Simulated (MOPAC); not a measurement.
MOPAC input (AM1):

```
AM1 1SCF GEO-OK AUX(PRECISION=9) THREADS=1
C3Si

Si   -1.17798600 1    0.01946700 1    0.00247800 1
C     0.51917000 1    0.72496300 1    0.00106400 1
C     0.49492200 1   -0.74172200 1   -0.00319700 1
C     1.73454100 1   -0.02866500 1   -0.00364800 1
```

Output:

```
 *******************************************************************************
 **                                                                           **
 **                              MOPAC v23.2.5                                **
 **                                                                           **
 *******************************************************************************
 ** MOPAC's Digital Object Identifier: https://doi.org/10.5281/zenodo.6511958 **
 **                                                                           **
 ** Please cite the open-source release paper for use of this MOPAC version:  **
 ** J. E. Moussa and J. J. P. Stewart (2026)                                  **
 ** MOPAC: An open-source semiempirical molecular orbital program             **
 ** J. Open Source Softw., 11(119), 8025, https://doi.org/10.21105/joss.08025 **
 *******************************************************************************

                              AM1 CALCULATION RESULTS

 *******************************************************************************
 *  AM1        - The AM1 Hamiltonian to be used
 *  GEO-OK     - OVERRIDE INTERATOMIC DISTANCE AND OTHER SAFETY CHECKS
 *  1SCF       - DO 1 SCF AND THEN STOP
 *  AUX        - OUTPUT AUXILIARY INFORMATION
 *******************************************************************************
AM1 1SCF GEO-OK AUX(PRECISION=9) THREADS=1
 C3Si

   ATOM   CHEMICAL          X               Y               Z
  NUMBER   SYMBOL      (ANGSTROMS)     (ANGSTROMS)     (ANGSTROMS)

     1      Si         -1.17798600  *   0.01946700  *   0.00247800  *
     2       C          0.51917000  *   0.72496300  *   0.00106400  *
     3       C          0.49492200  *  -0.74172200  *  -0.00319700  *
     4       C          1.73454100  *  -0.02866500  *  -0.00364800  *

          CARTESIAN COORDINATES

    NO.       ATOM           X           Y           Z

     1        Si         -1.1780      0.0195      0.0025
     2         C          0.5192      0.7250      0.0011
     3         C          0.4949     -0.7417     -0.0032
     4         C          1.7345     -0.0287     -0.0036

  C: (AM1): M.J.S. DEWAR ET AL, J. AM. CHEM. SOC. 107 3902-3909 (1985)
 Si: (AM1): M.J.S.DEWAR, C. JIE, ORGANOMETALLICS, 6, 1486-1490 (1987).

           Empirical Formula: C3 Si  =     4 atoms

      MOLECULAR POINT GROUP   :   C2v

      RHF CALCULATION, NO. OF DOUBLY OCCUPIED LEVELS = 8

 -------------------------------------------------------------------------------
 AM1 1SCF GEO-OK AUX(PRECISION=9) THREADS=1
 C3Si

     1SCF WAS SPECIFIED, SO BFGS WAS NOT USED
     SCF FIELD WAS ACHIEVED

                              AM1 CALCULATION
                                                       MOPAC v23.2.5 Linux

          FINAL HEAT OF FORMATION =        273.63798 KCAL/MOL =    1144.90133 KJ/MOL

          COSMO AREA              =        108.82 SQUARE ANGSTROMS
          COSMO VOLUME            =         99.46 CUBIC ANGSTROMS

          IONIZATION POTENTIAL    =          9.295027 EV
          HOMO LUMO ENERGIES (EV) =         -9.295 -1.939
          NO. OF FILLED LEVELS    =          8
          MOLECULAR WEIGHT        =         64.1185         POINT GROUP:  C2v

          MOLECULAR DIMENSIONS (Angstroms)

            Atom       Atom       Distance
            C     4   Si     1     2.91293
            C     3    C     2     1.46689
            C     4    C     2     0.00000

          SCF CALCULATIONS        =          1

   ATOM   CHEMICAL          X               Y               Z
  NUMBER   SYMBOL      (ANGSTROMS)     (ANGSTROMS)     (ANGSTROMS)

     1      Si         -1.17798600  *   0.01946700  *   0.00247800  *
     2       C          0.51917000  *   0.72496300  *   0.00106400  *
     3       C          0.49492200  *  -0.74172200  *  -0.00319700  *
     4       C          1.73454100  *  -0.02866500  *  -0.00364800  *

                             CARTESIAN COORDINATES

   1   Si       -1.177986000     0.019467000     0.002478000
   2    C        0.519170000     0.724963000     0.001064000
   3    C        0.494922000    -0.741722000    -0.003197000
   4    C        1.734541000    -0.028665000    -0.003648000

           Empirical Formula: C3 Si  =     4 atoms

      MOLECULAR POINT GROUP   :   C2v

                  EIGENVALUES
 -38.74970 -21.05815 -18.86363 -12.85656 -12.15666 -11.64662 -10.25740  -9.29503
  -1.93941  -0.71505  -0.31859   0.95139   1.02935   1.45849   3.67339   3.71830

              NET ATOMIC CHARGES AND DIPOLE CONTRIBUTIONS

  ATOM NO.   TYPE          CHARGE      No. of ELECS.   s-Pop       p-Pop
    1         Si           0.905069        3.0949     1.63538     1.45955
    2          C          -0.519135        4.5191     1.50059     3.01855
    3          C          -0.519135        4.5191     1.50059     3.01855
    4          C           0.133201        3.8668     1.71951     2.14729
 DIPOLE           X         Y         Z       TOTAL
 POINT-CHG.    -6.540     0.108     0.014     6.541
 HYBRID         2.484    -0.041    -0.005     2.484
 SUM           -4.056     0.067     0.009     4.057

          ATOMIC ORBITAL ELECTRON POPULATIONS

     Atom    s        px        py        pz
    1 Si   1.63538   0.88947   0.41082   0.15926
    2  C   1.50059   1.20773   1.07023   0.74059
    3  C   1.50059   1.20598   1.07198   0.74059
    4  C   1.71951   1.05587   0.73184   0.35958

 **********************
 *                    *
 * JOB ENDED NORMALLY *
 *                    *
 **********************

 == MOPAC DONE ==
```

The geometry given is a B3LYP-D3(BJ)/def2-TZVP minimum.
